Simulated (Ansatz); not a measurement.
Two isomers of C4H7FSi: A = `C=C1C[SiH]1CF`, B = `C=C1CC1(F)[SiH3]`.

Calculated with Ansatz (gas phase, PBE0-D4/def2-TZVP geometries, no zero-point term in ΔE). CCSD(T)/CBS adds triple-zeta CCSD(T) − MP2 to the extrapolated MP2 energy (def2 sets, frozen cores). DFT in def2-TZVPP. B3LYP here is the variant with VWN-RPA as its local correlation; programs differ in this. One conformer a species, not always the lowest.

Problem. Which is lower in electronic energy at CCSD(T)/CBS, and by how much? (Best estimate.)

Solution. Ansatz gave: A, by 17.8 kJ/mol.

Problem. Give E(B) − E(A) in kJ/mol with CCSD(T)/def2-TZVPP, B3LYP-D4, B3LYP, MP2/def2-TZVPP, PBE0-D4, B2PLYP, CCSD/def2-TZVPP. (An estimate is asked.)

Solution. Computed: CCSD(T)/def2-TZVPP 15.7, B3LYP-D4 14.3, B3LYP 16.2, MP2/def2-TZVPP 16.2, PBE0-D4 15.0, B2PLYP 16.8, CCSD/def2-TZVPP 13.8. None reverses the order clearly.

Largest T1 diagnostic: 0.012.

In def2-TZVPP, CCSD(T) changes the Hartree–Fock value by +13.6 kJ/mol (the triples alone add +1.8 kJ/mol) and MP2 by +14.1 kJ/mol.
